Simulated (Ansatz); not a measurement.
This geometry of Cl2H4HfN2 + H2 (11 atoms, charge 0, multiplicity 1) is a first-order saddle point.

Level of theory: RKS PBE0/def2-SVP in Ansatz 0.2.0.

```xyz
11
Properties=species:S:1:pos:R:3
Hf 0.224 -0.174 -0.006
N 0.525 0.181 2.119
H -0.163 0.469 2.812
H 1.459 0.265 2.518
Cl 2.480 0.360 -0.532
N -1.154 1.250 -0.310
H -1.883 1.197 -1.018
H -1.135 2.188 0.086
Cl -0.450 -1.698 -1.720
H -0.391 -1.721 1.163
H 0.035 -1.102 1.801
```

Question: Which two structures does it join? (They come from a converged band through this point; their orientation in space is the band's.)

Answer: Bonds broken: H10–H11. Bonds formed: Hf1–H10, N2–H11. Cl2H4HfN2 + H2 becomes Cl2H6HfN2.

First end point:

```xyz
11
Properties=species:S:1:pos:R:3
Hf -0.091 0.174 0.073
N -0.173 0.302 2.081
H -0.632 1.023 2.631
H 0.257 -0.368 2.717
Cl 2.169 0.365 -0.641
N -1.099 1.787 -0.561
H -2.087 1.810 -0.806
H -0.690 2.697 -0.769
Cl -1.256 -1.767 -0.651
H 1.892 -2.198 1.385
H 1.256 -2.612 1.453
```

Last end point:

```xyz
11
Properties=species:S:1:pos:R:3
Hf 0.043 -0.469 -0.224
N 0.593 0.140 2.037
H -0.253 0.195 2.606
H 1.118 1.008 2.162
Cl 2.431 -0.301 -0.435
N -1.160 1.153 -0.061
H -1.885 1.321 -0.760
H -1.104 1.972 0.539
Cl -0.784 -1.379 -2.246
H -0.618 -1.824 0.856
H 1.165 -0.603 2.441
```

Question: How far does it lie above each of them?

Answer: 0.90 eV above the first and 0.99 eV above the second. This is the barrier of this one path; another mechanism may lie lower. The orbitals stay closed-shell, which can raise the energy where a bond breaks towards radicals; this wasn't checked here.

The run took 7.7 min on 4 threads of Intel(R) Xeon(R) Platinum 8259CL CPU @ 2.50GHz (Skylake/Cascade Lake) (shared host), peak memory 0.36 GiB.
